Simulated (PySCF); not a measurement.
C2H6AlN. Atoms are numbered in the order given.

```xyz
10

Al     0.4590    -0.5343     0.0000
H      2.0425    -0.5166     0.0000
C     -0.5654     1.1208     0.0000
C      0.0447     2.3198     0.0000
H     -1.6657     1.1353     0.0000
H     -0.5051     3.2705     0.0000
H      1.1386     2.4148     0.0000
N     -0.3681    -2.1068     0.0000
H      0.0989    -3.0091     0.0000
H     -1.3746    -2.2454     0.0000
```

Geometry optimised at B3LYP-D3(BJ)/def2-SVP. The values are those of a single conformer.

Calculation: C-PCM-B3LYP/def2-SVP run with PySCF.

The values are the electrostatic part of the solvation free energy, E(continuum) − E(gas) at the gas-phase geometry, in a cavity of scaled van der Waals radii (PySCF's table); cavitation and dispersion terms are not included. A continuum can't describe solvent molecules that bind to the metal. In vacuum the orbital gap is 5.99 eV. The dipole moment in vacuum is 1.29 D.

Computed values in water (ε = 78.36), dichloromethane (ε = 8.93), chlorobenzene (ε = 5.70):
| solvent | ε | ΔG(elec) (kcal/mol) | dipole (D) | gap (eV) |
|---|---|---|---|---|
| water | 78.36 | -3.8 | 1.65 | 5.96 |
| dichloromethane | 8.93 | -3.4 | 1.60 | 5.97 |
| chlorobenzene | 5.70 | -3.1 | 1.57 | 5.97 |
